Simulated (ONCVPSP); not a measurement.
# Which change was made? (Sn, ONCV)

| Item | Value |
| --- | --- |
| Element | tin |
| Generator | ONCVPSP 4.0.1 |
| Type | optimised norm-conserving Vanderbilt (ONCV) |
| Functional | PBE |
| Relativity | fully relativistic |
| Frozen core | [Kr] 4d10 |
| Valence charge | 4 |
| Reference configuration | 5s1 5p3 |
| Partial waves | 5s: rc 2.10 bohr, ncon 4, nbas 8, qcut 2.5 1/bohr, 1 projector; 5p: rc 2.70 bohr, ncon 4, nbas 8, qcut 3.6 1/bohr, 3 projectors, debl 0.5 Ha; d scattering state at 0.26 Ha: rc 2.35 bohr, ncon 4, nbas 8, qcut 4.4 1/bohr, 3 projectors, debl 1.6 Ha |
| Local potential | polynomial inside 1.60 bohr (lpopt 4, dvloc0 6 Ha) |
| Core correction | none |

Open shells are filled in proportion to 2j + 1.

Cutoffs, loose and tight: the cutoffs (Ha) at which the residual kinetic energy of the hardest occupied pseudo-wave falls to 1 and 0.1 mHa per electron. They do not see the model core or the augmentation charge, which bear on the density cutoff. Test errors are all-electron minus pseudo excitation energies from the reference, over the configurations 5s2 5p2; 5s2 5p1; 5s2 5p0; 5s1 5p2; variants that change the core or the reference have their own tests.

The base gives: outcome: generated; cutoff, loose: 30 Ha; cutoff, tight: 39 Ha; bound ghosts: d5/2, d3/2; GHOST(+) flags above zero: none; largest test error (meV): +54.

Question: After one change the result is: outcome: generated; cutoff, loose: 22 Ha; cutoff, tight: 31 Ha; bound ghosts: d5/2, d3/2; GHOST(+) flags above zero: none; largest test error (meV): +63. Which change was it?
A. all radii scaled by about 1.18 (s 2.48, p 3.18, d 2.76 bohr); local potential polynomial inside 1.88 bohr (lpopt 4, dvloc0 6 Ha)
B. s: rc 2.58
C. scalar-relativistic
D. s: rc 2.36

Answer: D. The others give: all radii scaled by about 1.18 (s 2.48, p 3.18, d 2.76 bohr); local potential polynomial inside 1.88 bohr (lpopt 4, dvloc0 6 Ha) → outcome: generated; cutoff, loose: 15 Ha; cutoff, tight: 28 Ha; bound ghosts: none; GHOST(+) flags above zero: d5/2, d3/2; largest test error (meV): +42 | s: rc 2.58 → outcome: generated; cutoff, loose: 12 Ha; cutoff, tight: 25 Ha; bound ghosts: d5/2, d3/2; GHOST(+) flags above zero: none; largest test error (meV): +62 | scalar-relativistic → outcome: generated; cutoff, loose: 30 Ha; cutoff, tight: 39 Ha; bound ghosts: d; GHOST(+) flags above zero: none; largest test error (meV): +50.
